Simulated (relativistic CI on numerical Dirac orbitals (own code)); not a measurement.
Tb2+: 4f valence photoemission

Computed with this model: Dirac-Coulomb-Breit CI, separate exchange-only KLI orbitals for each configuration, QED by a radiative potential, valence Slater integrals scaled by 0.8, multiplet model of photoemission in the sudden approximation; configurations [Xe] 4f9 → [Xe] 4f8; 80 K; Lorentzian 0.21 eV and Gaussian 0.3 eV FWHM. Energies are those of the free ion, without screening or charge transfer. The energies are binding energies and can lie tens of eV above those of solids. S is read from ⟨S²⟩ = S(S + 1).

free ion: ground-state S = 2.44, centroid 21.29 eV. Peaks (eV, height): 18.4 (99), 20.6 (26), 21.2 (100), 22.4 (48), 22.9 (61), 24.0 (24), 25.7 (21).

Strongest unbroadened transitions for free ion:

| Energy (eV) | Relative strength |
| --- | --- |
| 18.37 | 100.0 |
| 18.63 | 32.9 |
| 18.78 | 9.6 |
| 20.56 | 23.1 |
| 21.19 | 77.2 |
| 21.27 | 22.5 |
| 21.38 | 18.6 |
| 21.48 | 4.9 |
| 21.84 | 21.6 |
| 22.34 | 26.7 |
| 22.37 | 14.8 |
| 22.85 | 52.0 |
| 23.04 | 9.0 |
| 23.17 | 23.5 |
| 23.97 | 15.0 |
| 24.06 | 8.2 |
| 25.65 | 5.1 |
| 25.74 | 17.7 |
